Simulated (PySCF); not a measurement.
Species: C6H3F3.
Bonds: F1–C2, C2–C3 (aromatic), C3–C4 (aromatic), C4–C5 (aromatic), C5–F6, C5–C7 (aromatic), C7–F8, C7–C9 (aromatic), C2–C9 (aromatic). Hydrogens: H10 on C3; H11 on C4; H12 on C9.

The same species was optimised twice, with GFN2-xTB and with PBE0-D3(BJ)/def2-SVP (PySCF), and the same property calculations (PySCF, gas phase) were run on both structures.

| coordinate | GFN2-xTB | PBE0-D3(BJ)/def2-SVP | change |
| --- | --- | --- | --- |
| C7–F8 (Å) | 1.339 | 1.324 | -0.015 |
| C5–F6 (Å) | 1.341 | 1.327 | -0.014 |
| F1–C2 (Å) | 1.342 | 1.330 | -0.012 |
| C3–C4 (Å) | 1.383 | 1.394 | +0.011 |
| C2–C9 (Å) | 1.384 | 1.391 | +0.007 |
| C5–C7 (Å) | 1.391 | 1.396 | +0.005 |
| C2–C3 (Å) | 1.384 | 1.389 | +0.005 |
| C7–C9 (Å) | 1.383 | 1.387 | +0.004 |
| C4–C5 (Å) | 1.384 | 1.387 | +0.003 |
| C4–C5–F6 (°) | 119.5 | 120.8 | +1.3 |
| C5–C7–F8 (°) | 120.3 | 119.2 | -1.1 |
| F8–C7–C9 (°) | 119.3 | 120.2 | +0.9 |
| F6–C5–C7 (°) | 120.1 | 119.3 | -0.8 |
| C4–C5–C7 (°) | 120.4 | 119.9 | -0.5 |
| C3–C2–C9 (°) | 122.2 | 121.8 | -0.4 |
| C3–C4–C5 (°) | 119.9 | 120.3 | +0.4 |
| C2–C9–C7 (°) | 118.3 | 118.6 | +0.3 |

Rotational constants: A = 3060, B = 1284, C = 904.6 MHz (GFN2-xTB) against A = 3097, B = 1279, C = 905.4 MHz (PBE0-D3(BJ)/def2-SVP). Point groups within 0.08 Å: Cs and Cs.

On the GFN2-xTB structure: HOMO (eV) -7.43 [PBE0/pcSseg-1]; LUMO (eV) -0.97 [PBE0/pcSseg-1]; dipole (D) 1.45 [PBE0/pcSseg-1]; GIAO shielding of F1 (ppm) 289.4 [PBE0/pcSseg-1]; GIAO shielding of C2 (ppm) 19.2 [PBE0/pcSseg-1]; GIAO shielding of C3 (ppm) 70.0 [PBE0/pcSseg-1]; GIAO shielding of C4 (ppm) 62.2 [PBE0/pcSseg-1]; GIAO shielding of C5 (ppm) 30.2 [PBE0/pcSseg-1]; GIAO shielding of F6 (ppm) 321.3 [PBE0/pcSseg-1]; GIAO shielding of C7 (ppm) 26.3 [PBE0/pcSseg-1]; GIAO shielding of F8 (ppm) 309.3 [PBE0/pcSseg-1].

Problem. What do these properties become on the PBE0-D3(BJ)/def2-SVP structure?

Solution. 
| property | level | on GFN2-xTB | on PBE0-D3(BJ)/def2-SVP | change |
| --- | --- | --- | --- | --- |
| HOMO (eV) | PBE0/pcSseg-1 | -7.43 | -7.34 | +0.09 |
| LUMO (eV) | PBE0/pcSseg-1 | -0.97 | -0.94 | +0.03 |
| dipole (D) | PBE0/pcSseg-1 | 1.45 | 1.36 | -0.09 |
| energy, GFN2-xTB geometry as zero (kcal/mol) | PBE0/pcSseg-1 | 0.0 | -0.1 | -0.1 |
| GIAO shielding of F1 (ppm) | PBE0/pcSseg-1 | 289.4 | 291.1 | +1.7 |
| GIAO shielding of C2 (ppm) | PBE0/pcSseg-1 | 19.2 | 19.1 | -0.1 |
| GIAO shielding of C3 (ppm) | PBE0/pcSseg-1 | 70.0 | 69.1 | -0.9 |
| GIAO shielding of C4 (ppm) | PBE0/pcSseg-1 | 62.2 | 61.4 | -0.8 |
| GIAO shielding of C5 (ppm) | PBE0/pcSseg-1 | 30.2 | 30.1 | -0.1 |
| GIAO shielding of F6 (ppm) | PBE0/pcSseg-1 | 321.3 | 324.2 | +2.9 |
| GIAO shielding of C7 (ppm) | PBE0/pcSseg-1 | 26.3 | 26.0 | -0.3 |
| GIAO shielding of F8 (ppm) | PBE0/pcSseg-1 | 309.3 | 311.2 | +1.9 |

The heavy atoms differ by 0.013 Å rms after alignment. Among bonds between heavy atoms C5–F6 and C7–F8 change most and about equally (-0.015 to -0.014 Å). Changes are differences of the printed values. Neither structure is proved a minimum here.
